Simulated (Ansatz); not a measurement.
C8H9 (SMILES [CH2]c1ccc(C)cc1), doublet (typed; the unrestricted solution is spin-contaminated), geometry from GFN2-xTB; Ansatz (an electronic-structure program) with MP2/3-21G.

The Ansatz input:
Ansatz 0.2 input:
```yaml
crystal:
  periodic: [false, false, false]
  atoms:
    - {symbol: C, position_ang: [-2.86940762, 0.04230958, 0.04061680]}
    - {symbol: C, position_ang: [-1.49251200, 0.02059238, 0.02077269]}
    - {symbol: C, position_ang: [-0.76964542, -1.10670664, -0.46122192]}
    - {symbol: C, position_ang: [0.60065833, -1.11868845, -0.47556411]}
    - {symbol: C, position_ang: [1.34045314, -0.02581735, -0.01768787]}
    - {symbol: C, position_ang: [2.83523812, -0.03240613, -0.04110719]}
    - {symbol: C, position_ang: [0.64717806, 1.09259535, 0.45923992]}
    - {symbol: C, position_ang: [-0.72087053, 1.12517956, 0.48211883]}
    - {symbol: H, position_ang: [-3.44548796, -0.79521068, -0.30925238]}
    - {symbol: H, position_ang: [-3.40864576, 0.89741059, 0.40629066]}
    - {symbol: H, position_ang: [-1.32637261, -1.96090267, -0.81821381]}
    - {symbol: H, position_ang: [1.12443398, -1.98904985, -0.84687777]}
    - {symbol: H, position_ang: [3.21858061, -1.01579588, -0.30197407]}
    - {symbol: H, position_ang: [3.23522463, 0.25477780, 0.93086154]}
    - {symbol: H, position_ang: [3.20460889, 0.68682114, -0.77355242]}
    - {symbol: H, position_ang: [1.21174650, 1.94351087, 0.81542914]}
    - {symbol: H, position_ang: [-1.24064055, 1.99608895, 0.85428617]}
basis:
  gaussian:
    orbitals: 3-21G.json
magnetization: {spin_polarized: true, initial_magnetization: 1}
correlation: {method: mp2}
```
The basis file holds 3-21G in the JSON format of the Basis Set Exchange.

The log (banner, timings and long lists left out):

```
Functional definition: HF
1219 factors; integrals over basis functions are off by at most 9.1e-4 eV
mean field evaluation 1: about -8334.7145 eV, gradient 2.2e1 eV
mean field evaluation 2: about -8335.4308 eV, gradient 2.1e1 eV
mean field evaluation 4: about -8338.7224 eV, gradient 2.9e0 eV
mean field evaluation 8: about -8339.1963 eV, gradient 6.8e-1 eV
mean field evaluation 16: about -8339.2096 eV, gradient 5.6e-6 eV
mean field evaluation 32: about -8339.1998 eV, gradient 1.0e0 eV
mean field -8339.20957950 eV, -306.4602995275 hartree, gradient 5.6e-6 eV, S^2 1.339760; 2 other end points of the search recorded, 0 dependent functions left out
8 core orbitals not correlated
reference -8339.20957950 eV, -306.4602995275 hartree; 21, 20 occupied and 61, 62 virtual orbitals, 1219 factors
second order -17.22796783 eV of doubles, -0.00000000 eV of singles
Total energy: -8356.43754734 eV, -307.0934156679 hartree
```
